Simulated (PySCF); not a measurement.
Compound: C₄H₄F₃O₂ (doublet state).
Z-matrix (Å and degrees, GFN2-xTB geometry), rows numbered from 1:
```
C 
C   1  1.4742
C   2  1.4199  1  122.15
O   3  1.2268  2  122.18  1    -0.92
O   2  1.3825  1  113.19  3   179.56
C   5  1.3299  2  122.38  1   178.40
F   6  1.3385  5  113.81  2   -59.38
F   6  1.3387  5  113.78  2    62.72
F   6  1.3257  5  108.20  2  -178.38
H   1  1.0911  2  110.48  3  -119.06
H   1  1.0866  2  108.55  3     1.69
H   1  1.0908  2  110.56  3   122.92
H   3  1.1000  2  117.50  1   178.89
```

The hyperfine couplings belong to this conformer and change with its torsions.

The species is `C[C](C=O)OC(F)(F)F` [radical].

The calculation used UKS B3LYP, pcH-1 on C F H O, non-relativistic, mean-field spin-orbit, GIAO (PySCF 2.14.0). The structure is a single GFN2-xTB conformer in the gas phase; no vibrational or solvent corrections. The geometry wasn't refined by DFT: couplings that depend on bond lengths, twists or pyramidal angles can differ widely from those at the functional's own minimum. Stability of the SCF solution: not tested.

Task: Give the principal g shifts and their parts.

Result: 
```csv
Δg (ppt),1,2,3
relativistic mass correction,-0.23,-0.23,-0.23
gauge correction,-0.02,0.04,0.05
orbital Zeeman/spin–orbit,0.23,3.16,5.83
total,-0.01,2.98,5.65
```

So g = 2.00230, 2.00529, 2.00797 and g_iso = 2.00519; the tensor is rhombic: the two nearest values differ by 47 % of g3 − g1. Axes: g3 points within 3° of the C2–O5 bond.

Task: At 93.7 GHz, how far is the centre of the isotropic spectrum from where a free electron (g = 2.002319) resonates?

Result: B = hν/(g μB) with μB/h = 13.99624 MHz/mT gives 3343.45 mT for the free electron and 3338.67 mT at g_iso, 4.78 mT lower.

Task: How much does each term add to the isotropic shift?

Result: The orbital-Zeeman/spin–orbit term 3.08, the mass correction -0.23 and the gauge correction 0.02 ppt, for a total of 2.87 ppt. The orbital-Zeeman/spin–orbit term is the largest in size. The mass correction is the same along every axis, so the anisotropy comes from the other two: their spans along these axes are 0.06 (gauge) and 5.60 ppt (orbital Zeeman/spin–orbit).

Task: What are the electron Larmor frequencies g μB B/h along the three axes at 3350 mT?

Result: 93.8829, 94.0231, 94.1483 GHz for g1, g2 and g3, a range of 265.4 MHz.

Task: In a frozen sample, at which fields do the three g values resonate at 9.5, 34, 94 and 263 GHz (hyperfine left aside), and which band first spreads them over more than twice a line width of 0.3 mT?

Result: 
```csv
band,GHz,B(g3) mT,B(g2) mT,B(g1) mT,spread mT
X,9.5,338.03,338.48,338.99,0.96
Q,34.0,1209.79,1211.40,1213.21,3.42
W,94.0,3344.72,3349.18,3354.18,9.46
J,263.0,9358.11,9370.57,9384.56,26.46
```

The spread grows in proportion to the frequency. X band is the first where it exceeds 0.6 mT.

Largest spin populations (Mulliken): C2 (+0.66), O4 (+0.35) and C3 (-0.08). The positive populations add up to 1.14 and the negative ones to -0.14, together 2S = 1. The angles at C2 add up to 360.0°, so it is planar.

The HOMO–LUMO gaps are 6.55 eV among the α and 3.86 eV among the β orbitals.

Hardware: AMD EPYC, one thread, on a shared host. Cost: 2.4 min wall (grids of density and orbitals included), 1.1 GiB resident at most.
